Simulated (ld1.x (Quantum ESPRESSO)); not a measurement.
## Transferability test, TM semilocal potential for selenium

Se (Z = 34), norm-conserving Troullier–Martins (semilocal form), made with ld1.x (Quantum ESPRESSO) 7.5 (LDA (PZ), scalar-relativistic). Core [Ar], reference 3d10 4s2 4p4. Waves: 4p (bound): rc 1.20 bohr; 3d (bound): rc 0.85 bohr; 4s (bound): rc 1.25 bohr. Local part: the s channel. Core correction: a·sin(br)/r model core, default radius (core density twice the valence density).

Energies are relative to the spin-unpolarised reference configuration 3d10 4s2 4p4; without spin polarisation the order of configurations can differ from experiment. Spin-polarised rows fill each open shell by Hund’s rule, majority spin first.

| valence configuration | charge | ΔE all-electron (eV) | error AE − PS (meV) |
| --- | --- | --- | --- |
| 3d10 4s2 4p3 | +1 | 11.009 | +3.4 |
| 3d10 4s2 4p2 | +2 | 31.567 | +18 |
| 3d10 4s2 4p4.3 | -0.3 | -1.637 | +0.4 |
| 3d9 4s2 4p4 | +1 | 64.367 | +61 |
| 3d9 4s2 4p5 | 0 | 51.803 | -55 |
| 3d10 4s2 4p4 (spin-polarised) | 0 | -0.593 | +0.2 |
| 3d10 4s2 4p3 (spin-polarised) | +1 | 9.371 | -1.1 |

Problem. What are ΔE and the potential's error for 3d10 4s2 4p1?

Solution. ΔE = 62.723 eV all-electron; the error (AE − PS) is +38 meV.

Problem. What are ΔE and the potential's error for 3d10 4s1 4p4?

Solution. ΔE = 22.594 eV all-electron; the error (AE − PS) is +11 meV.

Levels in the configuration 3d10 4s1 4p4:

```csv
level,all-electron (eV),pseudo (eV)
3d,-65.470,-65.219
4s,-27.941,-27.911
4p,-16.264,-16.244
```
